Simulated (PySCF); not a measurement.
# Bond curve of AsF⁺

Set-up: basis As aug-pcseg-1, F aug-pcseg-1; no relativity; PySCF 2.14. Energies in eV from As⁺ + F in their ground configurations at the same level. State: ²Π (doublet), unpaired electrons π ↑.

All columns are PBE0. A positive dipole points towards F; it is taken about the centre of mass and depends on that origin.

```tsv
R (Å)	E (eV)	μ (D)	Mulliken charge on As (basis-dependent)	HOMO (eV)	LUMO (eV)	Mayer bond order	⟨S²⟩
1.466	-2.882	-1.19	1.58	-14.12	-11.70	0.52	0.75
1.534	-3.731	-1.55	1.56	-14.33	-11.90	0.60	0.75
1.603	-4.196	-1.91	1.54	-14.52	-12.09	0.67	0.75
1.654	-4.361	-2.18	1.53	-14.66	-12.23	0.71	0.75
1.705	-4.406	-2.44	1.51	-14.79	-12.36	0.75	0.75
1.756	-4.359	-2.69	1.50	-14.91	-12.48	0.78	0.75
1.824	-4.190	-3.01	1.48	-15.06	-12.63	0.82	0.75
1.910	-3.860	-3.39	1.46	-15.24	-12.81	0.87	0.75
2.012	-3.362	-3.82	1.43	-15.43	-13.01	0.92	0.76
2.148	-2.623	-4.32	1.40	-15.64	-13.24	0.98	0.76
```

A fit through these points gives, at Re = 1.702 Å, μ = -2.42 D and dμ/dR = -5.00 D/Å; the reduced mass is 15.16 u.

**Question.** How strong is the fundamental in the double-harmonic approximation, I = 42.26·(dμ/dR)²/μred km/mol?

**Answer.** I = 42.26·(-5.00)²/15.16 = 69.7 km/mol at PBE0.

Spin–orbit coupling is left out. For an ion De counts to the pair picked by the measured ionisation energies or electron affinities, which need not be the lowest pair at this level. The state was picked by a PBE0 search and need not be the measured ground state.
